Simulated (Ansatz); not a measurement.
Al2FH7Si2 (`[F][AlH][SiH2][SiH2][AlH2]`), relaxed with RKS PBE-D4/def2-SVP in the Gaussian-basis code of Ansatz from a rough embedded geometry. The force threshold is 0.03 eV/Å; the program also tests the step.

Charge 0, multiplicity 1.

Start:

```xyz
12

F    -0.372   -2.073   -2.074
Al   -1.562   -1.603   -0.860
Si   -0.792   -0.563    1.085
Si    0.226    1.387    0.644
Al    2.117    0.853   -0.779
H    -3.133   -1.863   -1.076
H    -1.959   -0.248    2.013
H     0.120   -1.416    1.841
H     0.653    1.998    1.819
H    -0.704    2.209   -0.137
H     3.238   -0.132   -0.238
H     2.167    1.450   -2.240
```

```
step  energy (eV)  largest force (eV/Å)  largest move (Å)
   1  -31751.0222                 2.378             0.000
   2  -31751.4166                 1.001             0.192
   3  -31751.4853                 0.892             0.133
   4  -31751.5363                 0.639             0.182
   5  -31751.5840                 0.494             0.195
   6  -31751.6520                 0.420             0.195
   7  -31751.7529                 0.297             0.195
   8  -31751.9079                 0.493             0.195
   9  -31752.0443                 0.550             0.195
  10  -31752.1850                 0.470             0.195
  11  -31752.1888                 0.141             0.095
  12  -31752.2011                 0.111             0.075
  13  -31752.2041                 0.214             0.200
  14  -31752.2104                 0.051             0.036
  15  -31752.2117                 0.041             0.049
  16  -31752.2128                 0.043             0.079
  17  -31752.2132                 0.032             0.058
  18  -31752.2134                 0.040             0.014
  19  -31752.2134                 0.019             0.006
```

End:

```xyz
12

F     0.070   -0.778   -1.743
Al   -1.242   -1.460   -0.748
Si   -0.955   -0.415    1.435
Si    0.294    1.440    0.667
Al    1.583    0.367   -1.181
H    -2.086   -2.454   -1.666
H    -2.264   -0.254    2.167
H    -0.093   -1.391    2.202
H     0.994    2.078    1.843
H    -0.770    2.411    0.198
H     2.603   -0.766   -0.670
H     1.866    1.223   -2.505
```

Hardware: 4 threads of an Arm Neoverse V1 on a shared host. Wall time 29 s, peak host memory 0.18 GiB.
